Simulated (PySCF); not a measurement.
C2H6B, SMILES C[B]C (connectivity only; charge and spin as stated), charge +1, multiplicity 1. Atoms are numbered in the order given.

```xyz
9

C      0.0000     0.0000     1.4742
B      0.0000     0.0000     0.0000
C      0.0000     0.0000    -1.4742
H     -0.8969    -0.5178     1.8649
H      0.8969    -0.5178     1.8649
H      0.0000     1.0357     1.8649
H     -0.8969     0.5178    -1.8649
H      0.0000    -1.0357    -1.8649
H      0.8969     0.5178    -1.8649
```
Charge +1, spin multiplicity 1.

The structure is a stationary point at PBE-D3(BJ)/def2-TZVP. The spin state was assumed, not searched. The isomer is the one that the SMILES or the coordinates give; other isomers of the formula were not compared.

Method: PBE-D3(BJ)/def2-TZVP (PySCF).

No scaling factor is applied to the harmonic values.

Modes within 1.5 cm⁻¹ of each other (mostly degenerate sets) share a row, with their intensities summed.

```tsv
mode	ν (cm⁻¹)	IR (km/mol)	moving atoms (share of kinetic energy)
1	56	0.0	H 100 %
2–3	261	0.8	H 53 %, B 42 %
4–5	602	0.0	H 81 %, C 19 %
6	757	0.0	C 69 %, H 31 %
7–8	870	149.4	H 44 %, B 30 %, C 26 %
9	1206	30.0	H 85 %, B 11 %
10	1257	0.0	H 72 %, C 28 %
11–12	1312	0.0	H 96 %
13–14	1317	55.2	H 96 %
15	1498	470.4	B 62 %, C 34 %
16	2923	234.3	H 97 %
17	2934	0.0	H 97 %
18–19	2999	150.2	H 91 %, C 9 %
20–21	3002	0.0	H 91 %, C 9 %
```
